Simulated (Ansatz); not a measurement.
C3H5BClF can be A, `C=C(C)B(F)Cl`, or B, `CC1(Cl)CB1F`.

Isolated molecules relaxed with PBE0-D4/def2-TZVP in Ansatz; ΔE leaves out vibrations. CBS: MP2 limit from def2 TZ/QZ plus the TZ coupled-cluster correction, frozen cores. DFT in def2-TZVPP. B3LYP here is the variant with VWN-RPA as its local correlation; programs differ in this. Each species was taken in one conformer, which may not be the lowest.

Which isomer does CCSD(T)/CBS put lower? Give the gap. (Best estimate.)

The calculation gave: A, by 236.9 kJ/mol.

Give E(B) − E(A) in kJ/mol with HF/def2-TZVPP, r2SCAN-D4, B3LYP-D4, ωB97M-V, B2PLYP, PBE-D4, CCSD(T)/def2-TZVPP. (An estimate is asked.)

Ansatz gave: HF/def2-TZVPP 258.9, r2SCAN-D4 229.9, B3LYP-D4 238.3, ωB97M-V 228.8, B2PLYP 239.7, PBE-D4 218.0, CCSD(T)/def2-TZVPP 241.1. None reverses the order clearly.

Does the order hold for the free energy at 298.15 K (harmonic terms from PBE0-D4)? (Best estimate.)

Computed: Yes: G(B) − G(A) = +234.9 kJ/mol, for one conformer each. Modes under 60 cm⁻¹, often nearly free rotors, make the harmonic entropy too high.

Largest T1 diagnostic: 0.012.

In def2-TZVPP, CCSD(T) changes the Hartree–Fock value by −17.8 kJ/mol (the triples alone add +0.1 kJ/mol) and MP2 by −23.4 kJ/mol. From BLYP to BHLYP (50 % exact exchange), in def2-TZVPP and without D4, E(B) − E(A) moves by +4.5 kJ/mol.
